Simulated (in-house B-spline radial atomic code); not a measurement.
Successive ionisation energies of chromium; each step leads to the configuration of the next row (after the last: [He] 2s2 2p5). NIST's values go from ground level to ground level; the uncertainty of those that are theory runs from under 0.1 % in few-electron ions to several per cent in heavy many-electron ones. Computed with an all-electron radial atomic-structure program (B-spline basis): non-relativistic Hartree-Fock, average of the configuration, point nuclei.

```tsv
ion	configuration	ionisation energy (eV)	tabulated value (eV)	tabulated kind	computed minus tabulated (eV)	highest orbital	largest mean radius (bohr)
Cr	[Ar] 3d5 4s1	5.6	6.76651	measured	-1.2	4s	3.8431
Cr+	[Ar] 3d5	?	?	measured	?	?	?
Cr2+	[Ar] 3d4	28.9	30.959	measured	-2.0	3d	1.1989
Cr3+	[Ar] 3d3	47.0	49.16	semi-empirical	-2.1	3d	1.0915
Cr4+	[Ar] 3d2	67.4	69.46	semi-empirical	-2.1	3d	1.0115
Cr5+	[Ar] 3d1	89.9	90.6349	measured	-0.8	3d	0.94795
Cr6+	[Ne] 3s2 3p6	159.3	160.29	semi-empirical	-1.0	3p	0.8781
Cr7+	[Ne] 3s2 3p5	184.6	184.76	semi-empirical	-0.2	3p	0.85598
Cr8+	[Ne] 3s2 3p4	210.9	209.5	semi-empirical	1.4	3p	0.83571
Cr9+	[Ne] 3s2 3p3	?	?	semi-empirical	?	?	?
Cr10+	[Ne] 3s2 3p2	266.3	270.8	semi-empirical	-4.5	3p	0.7987
Cr11+	[Ne] 3s2 3p1	?	?	semi-empirical	?	?	?
Cr12+	[Ne] 3s2	349.3	354.7	semi-empirical	-5.4	3s	0.77206
Cr13+	[Ne] 3s1	381.1	384.163	semi-empirical	-3.0	3s	0.75881
Cr14+	[He] 2s2 2p6	1010.5	1011.6	semi-empirical	-1.1	2p	0.28992
```

(1) Fill in the row of Cr+.

(2) Fill in the row of Cr9+.

(3) Fill in the row of Cr11+.

(4) Where is the largest jump?

(5) How far is this level of theory from the measured and semi-empirical values?

Results:

(1) ionisation energy (eV): 13.6; tabulated value (eV): 16.48631; computed minus tabulated (eV): -2.9; highest orbital: 3d; largest mean radius (bohr): 1.3588.

(2) ionisation energy (eV): 238.1; tabulated value (eV): 244.5; computed minus tabulated (eV): -6.4; highest orbital: 3p; largest mean radius (bohr): 0.81667.

(3) ionisation energy (eV): 295.5; tabulated value (eV): 296.7; computed minus tabulated (eV): -1.2; highest orbital: 3p; largest mean radius (bohr): 0.78415.

(4) From Cr13+ to Cr14+, by a factor of 2.65 (381.15 to 1010.5 eV); the highest orbital goes from 3s to 2p.

(5) Over those 15 rows the differences run from -6.37 to +1.37 eV (mean absolute value 2.3 eV). The calculation leaves out relativity, correlation and, in open shells, the multiplet splittings that an average leaves out.
